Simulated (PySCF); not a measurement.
## Finite-field polarisability of K⁻ (potassium, charge -1)

[Ar] 4s2, closed-shell 1S. Calculation: PySCF 2.14, in aug-cc-pwCVTZ-X2C; the spin-free X2C one-electron Hamiltonian (Gaussian nucleus). Frozen: [Ne]. Energy changes in a uniform field (μhartree):

| axis | F (au) | HF | MP2 | CCSD | CCSD(T) |
| --- | --- | --- | --- | --- | --- |
| x | 0.00032 | -99.894 | -69.408 | -73.275 | -72.865 |
| x | 0.00064 | -403.997 | -282.436 | -296.370 | -295.006 |

Question: Derive α along x at CCSD(T) from the two fields.

Answer: With ΔE = −αF²/2 − γF⁴/24, α = −(16 ΔE(F) − ΔE(2F))/(6F²) = 1417 bohr³.

Question: And the mean polarisability at each level?

Answer: HF 1944, MP2 1348, CCSD 1426, CCSD(T) 1417 bohr³.

The polarisability of an anion needs two sets of diffuse s and p functions; this basis lacks them, so these values show the method and not the converged property.
